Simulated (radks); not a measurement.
All-electron atom: F VIII in [He]. Calculated with a radial shooting solver on a logarithmic mesh with Libxc functionals: Dirac Kohn-Sham, PBE, spin-unpolarised, spherical densities, finite nucleus; Fermi nuclear charge, rms radius 2.8976 fm.

Normalised radial functions P(r) = r R(r) (large component), r in bohr:

```
   r/bohr * 1s1/2 (the largest magnitude, 2.15, reaches the edge; | marks zero)
 0.005566 |      *
 0.007019 |        *
 0.008781 |          *
  0.01107 |            *
  0.01397 |               *
  0.01747 |                   *
  0.02204 |                       *
  0.02779 |                            *
  0.03477 |                                 *
  0.04384 |                                      *
  0.05529 |                                            *
  0.06917 |                                                 *
  0.08724 |                                                    *
     0.11 |                                                      *
   0.1376 |                                                     *
   0.1736 |                                                 *
   0.2189 |                                          *
   0.2739 |                                *
   0.3454 |                      *
   0.4356 |            *
   0.5449 |      *
   0.6872 |  *
```

1s1/2: eigenvalue -900.52 eV, 0 radial nodes, <r> = 0.174 bohr, 90 % of the charge inside 0.311 bohr.
